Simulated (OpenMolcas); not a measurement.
As I: Slater's ratio, thermal populations, worked from levels

```yaml
Program: OpenMolcas
Basis: ANO-R2 [6s5p4d3f1g]
Scalar_Hamiltonian: X2C, finite nucleus
Active_space: 5 electrons in 9 orbitals (RAS2 4s 4p; RAS3 4d, at most 2 electrons)
State_averaging: 2S+1 = 4 odd, 1 root; 2S+1 = 2 odd, 8 roots; 2S+1 = 4 even, 3 roots; 2S+1 = 2 even, 5 roots (0 in the spin-orbit step)
Spin-orbit_coupling: RASSI with atomic mean-field integrals over the reference wave functions, term energies averaged over their components
```

Methods: RASSCF; SS-RASPT2, IPEA 0.25 Eh, imaginary shift 0.1 Eh (closed shells correlated: 3d). Measured levels: NIST Handbook of Basic Atomic Spectroscopic Data.

**Slater's ratio.** With one set of orbitals, p3 has 2D* - 4S* = 9 F2 and 2P* - 2D* = 6 F2 (F2 = F²/25), a ratio of 2/3. Term energies are centres of gravity, weighted by 2J + 1.

| Source | 2D* - 4S* | 2P* - 4S* | F2 from the first | Ratio |
| --- | --- | --- | --- | --- |
| RASSCF | 14048 | 22255 | 1561 | 0.584 |
| SS-RASPT2 | 11809 | 19848 | 1312 | 0.681 |
| measured | 10786 | 18494 | 1198 | 0.715 |

Energies in cm-1. A ratio away from 2/3 shows effects beyond one configuration with one set of orbitals, and in heavier atoms second-order spin-orbit shifts.

**Thermal populations.** Z = Σ (2J + 1) exp(-E/kT) with k = 0.695035 cm-1/K, over the levels below. No other level of either list lies under 50600 cm-1, which is above 7 kT at each temperature.

```
          Level  2J + 1  SS-RASPT2  measured
4s2 4p3 4S* 3/2       4        0.0       0.0
4s2 4p3 2D* 3/2       4      11674     10593
4s2 4p3 2D* 5/2       6      11899     10915
4s2 4p3 2P* 1/2       2      19665     18186
4s2 4p3 2P* 3/2       4      19939     18648
```

```json
{"T (K)": "5000", "Z, SS-RASPT2": "4.354", "Z, measured levels": "4.479", "Ground level (%), SS-RASPT2": "91.9", "Ground level (%), measured levels": "89.3"}
{"T (K)": "8000", "Z, SS-RASPT2": "5.365", "Z, measured levels": "5.654", "Ground level (%), SS-RASPT2": "74.6", "Ground level (%), measured levels": "70.8"}
```

At 8000 K, kT = 5560 cm-1, and the computed levels give Z = 4.000 + 0.490 + 0.706 + 0.058 + 0.111 = 5.365.

Some high roots are left out of the spin-orbit mixing, which shifts the levels that they would mix with. Active for correlation alone: 4d; no level in the range computed is led by a configuration that fills it, so any true level of that kind is missing. Without dynamic correlation excited terms often stand tens of per cent too high (terms of higher spin than the ground term too low), and those without a measured partner can miss by more than the paired ones (holds for RASSCF). Measured partners are found by configuration, term and J. A level has none where our copy of the source lacks it or the pairing is in doubt (some pairs that miss far off the trend of their configuration count as doubtful), and it then counts in no deviation. Levels of configurations outside the active space are missing.

* marks odd parity.
